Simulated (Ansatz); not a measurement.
**Worked example: C2H3Cl3 + Si(CH3)3F → C2H3Cl2F + Si(CH3)3Cl**

Gas-phase species: C2H3Cl3 (1,1,1-trichloroethane) `CC(Cl)(Cl)Cl`, singlet; Si(CH3)3F (trimethylsilyl fluoride), singlet; C2H3Cl2F (1,1-dichloro-1-fluoroethane) `CC(F)(Cl)Cl`, singlet; Si(CH3)3Cl (chlorotrimethylsilane), singlet. The partners trade Cl for F: C–Cl and Si–F bonds give way to C–F and Si–Cl.

Shapes, held fixed at every level: PBE0-D4/def2-TZVP. Programs: Ansatz 0.2.0. The zero-point and thermal change to 298 K, harmonic and unscaled (PBE0-D4/def2-TZVP), is +1.5 kJ/mol.

At CCSD(T)/CBS estimate; 1 Eh = 2625.50 kJ/mol:

| species | energy (Eh) |
| --- | --- |
| C2H3Cl3 | -1457.238799 |
| Si(CH3)3F | -508.563861 |
| C2H3Cl2F | -1097.254755 |
| Si(CH3)3Cl | -868.536378 |

Q: Work out ΔH(298 K) of the reaction at this level.

A: 
1. Products less reactants: (-1097.254755) + (-868.536378) − [(-1457.238799) + (-508.563861)] = 0.011527 Eh = +30.3 kJ/mol.
2. With the thermal change: +30.3 + (+1.5) = +31.8 kJ/mol.

Other levels give +9.7 (CCSD/def2-SVP) to +34.2 kJ/mol (MP2/def2-TZVPP). No measured value is set beside it here. The CBS estimate extrapolates MP2 from def2-TZVPP and def2-QZVPP and adds CCSD(T) − MP2 in the triple-zeta set, cores frozen. The median of the other correlated levels is +20.6 kJ/mol.
